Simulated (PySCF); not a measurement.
# Potential energy of InC⁺ along the bond

Set-up: In def2-SVP with ECP28, C def2-SVP; scalar-relativistic core potentials (PySCF 2.14). Energies in eV from In⁺ + C in their ground configurations at the same level. State: ³Π (triplet), unpaired electrons σ ↑, π ↑.

| R (Å) | TPSS |
| --- | --- |
| 2.485 | -0.2627 |
| 2.600 | -0.3326 |
| 2.716 | -0.3671 |
| 2.802 | -0.3771 |
| 2.889 | -0.3773 |
| 2.976 | -0.3706 |
| 3.091 | -0.3543 |
| 3.236 | -0.3271 |
| 3.409 | -0.2905 |
| 3.640 | -0.2420 |

Q: Put a parabola through the three lowest points of the TPSS curve and estimate Re, k and ωe (reduced mass 10.87 u; 1 eV/Å² = 0.16022 mdyn/Å; ωe = 1302.8·√(k/μ) cm⁻¹).

A: Through R = 2.802, 2.889, 2.976 Å the second-order coefficient is 0.456 eV/Å², so Re ≈ 2.848 Å, k ≈ 0.146 mdyn/Å and ωe ≈ 151 cm⁻¹. A polynomial fit of higher order to the unrounded TPSS energies gives Re = 2.847 Å, k = 0.174 mdyn/Å, ωe = 165 cm⁻¹; anharmonicity and rounding make the difference.

The higher-order fit for each curve: TPSS: Re = 2.847 Å, ωe = 165 cm⁻¹, De = 0.378 eV.

The bond is weak. Basis-set superposition, not corrected here, can be much of De in a small basis, most of all at correlated wavefunction levels. These are scalar-relativistic numbers at best; spin–orbit coupling would shift them, the dissociation energy most. For an ion De counts to the pair picked by the measured ionisation energies or electron affinities, which need not be the lowest pair at this level. The state was picked by a PBE0 search and need not be the measured ground state.
